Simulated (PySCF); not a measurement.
PySCF input for Al(F)(Br)(OMe) (CH3AlBrFO), SMILES C[O][Al]([F])[Br], KT2/pcSseg-1. Geometry: B3LYP-D3(BJ)/def2-SVP. The structure was generated by enumeration; whether it is a known compound was not checked. The values are those of a single conformer.

```python
import numpy as np
from pyscf import gto, scf, dft
from pyscf.prop.nmr import rks as nmr

mol = gto.M(
    atom='''
    Al    0.67921274   -0.51652398   -0.00000000
    F     2.33287911   -0.50581659   -0.00000000
    Br   -0.42927877    1.43155355    0.00000000
    O    -0.11286700   -1.99365260    0.00000000
    C    -1.42243844   -2.49248600   -0.00000000
    H    -1.59027171   -3.12163511   -0.89140243
    H    -1.59027171   -3.12163511    0.89140243
    H    -2.18281042   -1.68980618   -0.00000000
    ''',
    basis='pcSseg-1',
    charge=0,
    spin=0,
    max_memory=1600,
    verbose=3,
)
mf = dft.RKS(mol, xc='kt2')
mf.grids.level = 3
mf.conv_tol = 1e-10
mf.max_cycle = 100
mf.kernel()
n = nmr.NMR(mf)
n.verbose = 2
n.max_cycle_cphf = 60
sigma = n.kernel()
print('atom   isotropic/ppm   span/ppm')
for i, s in enumerate(sigma):
    w = np.linalg.eigvalsh((s + s.T) / 2)
    print(f'{mol.atom_symbol(i):2s}{i + 1:3d} {w.mean():14.3f} {w[2] - w[0]:11.3f}')
```

Log of the run:

```
converged SCF energy = -3046.48025220092
atom   isotropic/ppm   span/ppm
Al  1        467.646     118.007
F   2        328.379     183.801
Br  3       2803.019     381.777
O   4        284.557     177.091
C   5        126.687      84.687
H   6         27.163      10.770
H   7         27.163      10.770
H   8         27.011      10.800
```

Self-consistency was reached.
